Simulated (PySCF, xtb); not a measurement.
C9H7NS, SMILES c1cccc(c1)-c1scnc1.

GFN2-xTB run with xtb at its own geometry gives an orbital gap of 3.04 eV and a dipole moment of 1.69 D.

Geometry: PBE0-D3(BJ)/def2-SVP. Other conformers were not sampled.

Q: What does PBE/def2-SVP run with PySCF give? (The exact figures need the calculation; the answer reports its results.)

A: gap 3.48 eV (levels -5.64 and -2.15 eV), dipole 1.77 D.
